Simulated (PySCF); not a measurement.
SMILES Cl[SiH2]/C=C/[Si](Cl)(Cl)Cl (C2H4Cl4Si2), singlet, PBE0/def2-SVP optimised geometry.

```
12

Si    -1.32     1.66    -0.91
Cl    -0.70     2.65    -2.61
C     -0.68    -0.10    -0.95
C      0.12    -0.61     0.00
Si     0.76    -2.35     0.00
Cl     0.13    -3.33     1.69
Cl     2.81    -2.35     0.00
Cl     0.09    -3.36    -1.65
H     -2.81     1.67    -0.90
H     -0.77     2.35     0.29
H     -0.97    -0.74    -1.79
H      0.44     0.02     0.84
```

Density from PBE0/def2-TZVP (PySCF 2.14.0) at that geometry.

Minimum of the electron density along straight lines between bonded atoms, close to the bond critical point (lines longer than 1.1 times the sum of covalent radii, or with two minima, are not listed):

```json
[
 {"bond": "Si1–Cl2", "length / Å": "2.070", "ρ at the minimum / e bohr⁻³": "0.096", "∇²ρ there / e bohr⁻⁵": "0.22", "position (fraction from the first atom)": "0.36"},
 {"bond": "Si1–C3", "length / Å": "1.870", "ρ at the minimum / e bohr⁻³": "0.123", "∇²ρ there / e bohr⁻⁵": "0.21", "position (fraction from the first atom)": "0.39"},
 {"bond": "C3–C4", "length / Å": "1.344", "ρ at the minimum / e bohr⁻³": "0.339", "∇²ρ there / e bohr⁻⁵": "-1.00", "position (fraction from the first atom)": "0.50"},
 {"bond": "C4–Si5", "length / Å": "1.853", "ρ at the minimum / e bohr⁻³": "0.130", "∇²ρ there / e bohr⁻⁵": "0.19", "position (fraction from the first atom)": "0.61"},
 {"bond": "Si5–Cl6", "length / Å": "2.051", "ρ at the minimum / e bohr⁻³": "0.102", "∇²ρ there / e bohr⁻⁵": "0.22", "position (fraction from the first atom)": "0.36"},
 {"bond": "Si5–Cl7", "length / Å": "2.050", "ρ at the minimum / e bohr⁻³": "0.102", "∇²ρ there / e bohr⁻⁵": "0.22", "position (fraction from the first atom)": "0.36"},
 {"bond": "Si5–Cl8", "length / Å": "2.050", "ρ at the minimum / e bohr⁻³": "0.102", "∇²ρ there / e bohr⁻⁵": "0.22", "position (fraction from the first atom)": "0.36"},
 {"bond": "Si1–H9", "length / Å": "1.489", "ρ at the minimum / e bohr⁻³": "0.123", "∇²ρ there / e bohr⁻⁵": "0.14", "position (fraction from the first atom)": "0.49"},
 {"bond": "Si1–H10", "length / Å": "1.489", "ρ at the minimum / e bohr⁻³": "0.123", "∇²ρ there / e bohr⁻⁵": "0.14", "position (fraction from the first atom)": "0.49"},
 {"bond": "C3–H11", "length / Å": "1.099", "ρ at the minimum / e bohr⁻³": "0.275", "∇²ρ there / e bohr⁻⁵": "-0.95", "position (fraction from the first atom)": "0.65"},
 {"bond": "C4–H12", "length / Å": "1.100", "ρ at the minimum / e bohr⁻³": "0.274", "∇²ρ there / e bohr⁻⁵": "-0.94", "position (fraction from the first atom)": "0.65"}
]
```
